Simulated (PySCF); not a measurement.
Ligands exchanged one at a time, Ga SiH3-H. Isolated molecules, 0 K electronic values unless said otherwise. Strings in code marks are SMILES.

Calculation: PySCF with ωB97X-D3(BJ)/def2-TZVP // PBE0-D3(BJ)/def2-TZVP. All candidates: neutral, multiplicity 1. Delta-SCF ions had no search for a lower state. Excitations are Tamm–Dancoff values on a coarser integration grid. The basis has no diffuse functions, so Rydberg states are missing or too high.

```yaml
T1 excitation (TDA): 3.76 eV
LUMO: -0.23 eV
vertical ionisation energy (Delta-SCF): 9.92 eV
```

Question: Identify which member has these values.
A) `[SiH3][Ga]([SiH3])[SiH3]`
B) `[SiH3][GaH2]`
C) `[SiH3][GaH][SiH3]`

Answer: B, `[SiH3][GaH2]`. The others give `[SiH3][Ga]([SiH3])[SiH3]`: 3.07 eV, -0.72 eV, 9.18 eV; `[SiH3][GaH][SiH3]`: 3.21 eV, -0.51 eV, 9.31 eV
